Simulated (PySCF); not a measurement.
Bonds (- single, = double, # triple, : aromatic): C1=C2 1.330 Å, C2-C3 1.479 Å, C3=O4 1.178 Å, C3-F5 1.358 Å, C2-C6 1.515 Å, C6-F7 1.339 Å, C6-F8 1.337 Å, C6-F9 1.336 Å. C1 carries H10, H11. H11 is cis to C3; H10 is trans to C3.

Single conformer, no relativistic terms, no solvent model, rapidly exchanging positions averaged. PBE0/pcSseg-1 with gauge-including orbitals; geometry from GFN2-xTB; PySCF 2.14.

Referencing at the same level of theory: TMS for 13C (186.93 ppm) and 1H (31.72 ppm); 17O (336.08 ppm) vs H2O; 19F (170.95 ppm) against CFCl3.

| atoms | nucleus | count | Hirshfeld charge | δ (ppm) |
| --- | --- | --- | --- | --- |
| F5 | 19F | 1 | -0.08 | 24.6 |
| H10 | 1H | 1 | 0.07 | 7.24 |
| H11 | 1H | 1 | 0.07 | 7.27 |
| C1 | 13C | 1 | -0.03 | ? |
| C6 | 13C | 1 | 0.26 | 129.8 |
| C3 | 13C | 1 | 0.23 | ? |
| C2 | 13C | 1 | -0.04 | ? |
| F7/F8/F9 | 19F | 3 | -0.09 | -83.3 |
| O4 | 17O | 1 | -0.21 | 454.6 |

Question: Fill in the missing shifts.

Answer: 
- C3: 158.6 ppm, carbonyl carbon
- C1: 147.2 ppm, β carbon of a C=C–C=O unit; conjugation with the carbonyl draws π density from the β position
- C2: 136.7 ppm, α carbon of a C=C–C=O unit; the olefinic region

Shifts are as computed. Against solution values, carbons near 30 ppm lie about +3 ppm off and those near 130 ppm about +5 ppm. Of 1211 compounds with measured shifts, 218 miss one by over three times the rms of a fit or turn the order of signals round; such compounds aren't used in these exercises. Unscaled 19F shifts against computed CFCl3 carry errors that often reach 10 to 50 ppm. Unscaled 17O shifts of doubly bonded oxygen tend to come out too high, by tens of ppm or more. Experimental scales use liquid or dissolved standards, which lie at an offset from isolated H2O (liquid H2O: subtract about 36 ppm).
